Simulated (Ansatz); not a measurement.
`[OH][GeH2][SiH](O)O` and `O[SiH](O)[NH][GeH3]` differ in one atom or group.

Ansatz, PBE0-D4/def2-TZVP geometries, multiplicity 1. Each molecule was computed in one conformer, which needn't be the lowest.

Scalar relativity is left out up to krypton.

```csv
property,`[OH][GeH2][SiH](O)O`
size of the dipole moment (PBE/def2-TZVPP) / D,0.84
HOMO energy (PBE0/def2-TZVPP) / eV,-7.95
HOMO–LUMO gap (PBE0/def2-TZVPP) / eV,7.49
HOMO energy (ωB97M-V/def2-TZVPP) / eV,-10.03
HOMO–LUMO gap (PBE/def2-TZVPP) / eV,5.42
HOMO–LUMO gap (B3LYP/def2-TZVPP) / eV,7.06
```

Q: Give the same properties after the change, and the shifts. (An estimate is asked.)

A: Ansatz gave: 
```csv
property,`O[SiH](O)[NH][GeH3]`,shift
size of the dipole moment (PBE/def2-TZVPP) / D,1.40,0.56
HOMO energy (PBE0/def2-TZVPP) / eV,-7.54,0.41
HOMO–LUMO gap (PBE0/def2-TZVPP) / eV,8.00,0.51
HOMO energy (ωB97M-V/def2-TZVPP) / eV,-9.87,0.16
HOMO–LUMO gap (PBE/def2-TZVPP) / eV,5.78,0.36
HOMO–LUMO gap (B3LYP/def2-TZVPP) / eV,7.47,0.41
```

With PBE0 the HOMO rises by 0.41 eV and the LUMO rises by 0.91 eV, so the gap widens by about 0.50 eV. PBE moves the HOMO by 0.57 eV and ωB97M-V by 0.16 eV. Dipoles are sizes alone; their direction can turn.

B3LYP here is the variant with VWN-RPA as its local correlation; programs differ in this.
